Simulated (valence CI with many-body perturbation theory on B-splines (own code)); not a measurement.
Results of a calculation; reference values are marked as such.
Level structure of Re69+

Method: configuration interaction combined with many-body perturbation theory (CI+MBPT): four valence electrons over a frozen Dirac-Fock core [He], a basis of 11 s, 11 p, 10 d, 8 f, 5 g, 2 h functions for each j, with the one-electron correlation potential Σ1, the two-electron term Σ2, the three-electron term Σ3, Breit, model QED; selected CI, second order for the rest, scaled by the run's own slope (own B-spline code, finite nucleus).

The last digits are not significant, and no measured levels were compared; by estimate large intervals hold to a few tenths of a per cent, small ones and those within an open d or f shell to about a per cent. Among the levels kept, up to 1300 cm⁻¹ of a level comes from second order outside the variational space, and about a tenth of that is noise between levels of different J, which matters for small intervals.

Levels 181 to 217 of 217, with energies above the lowest level, (2s^2 2p1/2^2) J=0. "Leading %" is the weight of the configuration and term that name the level; weights of strongly mixed levels are sums over their largest components and can fall short. In the jj column 3d3/2^4 stands for four electrons in 3d with j = 3/2.

```tsv
No.	Configuration	Term	J	E (× 10³ cm⁻¹)	Leading %	g	Leading jj
181	2s²2p4d	³P°	2	119200	48	1.288	2s^2 2p1/2 4d5/2 (100 %)
182	2s²2p4d	³F°	3	119210	45	1.096	2s^2 2p1/2 4d5/2 (100 %)
183	2s2p²4p	³P°	0	119270	53		2s 2p1/2^2 4p1/2 (100 %)
184	2s2p²4p	³P°	1	119280	33	1.337	2s 2p1/2^2 4p1/2 (99 %)
185	2s²2p4f	³G	3	119340	73	0.809	2s^2 2p1/2 4f5/2 (100 %)
186	2s²2p4f	³F	2	119350	45	0.887	2s^2 2p1/2 4f5/2 (100 %)
187	2s2p²3d	⁵F	5	119360	63	1.299	2s 2p3/2^2 3d5/2 (100 %)
188	2s2p²3d	³F	4	119400	51	1.292	2s 2p3/2^2 3d5/2 (99 %)
189	2s2p²3d	³P	0	119420	84		2s 2p3/2^2 3d3/2 (50 %)
190	2s2p²3d	³D	1	119430	48	0.782	2s 2p3/2^2 3d3/2 (89 %)
191	2s2p²3d	³F	3	119500	34	1.002	2s 2p3/2^2 3d3/2 (87 %)
192	2s2p²3d	³D	2	119510	34	1.045	2s 2p3/2^2 3d3/2 (94 %)
193	2s²2p4f	³G	4	119530	42	1.070	2s^2 2p1/2 4f7/2 (100 %)
194	2s²2p4f	³D	3	119530	54	1.200	2s^2 2p1/2 4f7/2 (100 %)
195	2s2p²3d	³D	2	119570	38	1.071	2s 2p3/2^2 3d3/2 (93 %)
196	2s2p²3d	³D	1	119610	70	0.767	2s 2p3/2^2 3d3/2 (98 %)
197	2s2p²3d	³P	1	119710	39	1.314	2s 2p3/2^2 3d5/2 (89 %)
198	2s2p²3d	³D	3	119720	45	1.222	2s 2p3/2^2 3d5/2 (85 %)
199	2s2p²3d	³P	0	119780	65		2s 2p3/2^2 3d3/2 (50 %)
200	2s2p²3d	³D	2	119820	37	1.256	2s 2p3/2^2 3d5/2 (88 %)
201	2s2p²3d	³F	4	120330	62	1.174	2s 2p3/2^2 3d5/2 (96 %)
202	2s2p²3d	³D	3	120360	72	1.264	2s 2p3/2^2 3d5/2 (98 %)
203	2s2p²3d	³D	3	120410	47	1.246	2s 2p3/2^2 3d5/2 (97 %)
204	2s2p²3d	¹D	2	120490	47	1.067	2s 2p3/2^2 3d5/2 (97 %)
205	2s2p²3d	³P	1	120510	35	1.162	2s 2p3/2^2 3d5/2 (96 %)
206	2p³3p	³D	2	120610	18	1.313	2p1/2 2p3/2^2 3p3/2 (62 %)
207	2p³3p	⁵P	3	120610	53	1.376	2p1/2 2p3/2^2 3p3/2 (97 %)
208	2p³3p	³P	0	120630	99		2p1/2 2p3/2^2 3p3/2 (99 %)
209	2s2p²3d	³P	2	120670	17	1.240	2s 2p3/2^2 3d5/2 (62 %)
210	2p³3p	¹P	1	120760	50	0.961	2p1/2 2p3/2^2 3p3/2 (97 %)
211	2p³3p	³D	3	120800	67	1.197	2p1/2 2p3/2^2 3p3/2 (98 %)
212	2s2p²4p	³P°	2	120810	37	1.499	2s 2p1/2^2 4p3/2 (100 %)
213	2p³3p	³F	4	120810	96	1.217	2p1/2 2p3/2^2 3p3/2 (96 %)
214	2s2p²4p	³D°	1	120830	30	1.147	2s 2p1/2^2 4p3/2 (100 %)
215	2s2p²4d	³D	1	121020	47	0.482	2s 2p1/2^2 4d3/2 (100 %)
216	2s2p²4d	³D	2	121040	30	1.109	2s 2p1/2^2 4d3/2 (99 %)
217	2p³3p	³P	1	121090	78	1.447	2p1/2 2p3/2^2 3p3/2 (100 %)
```
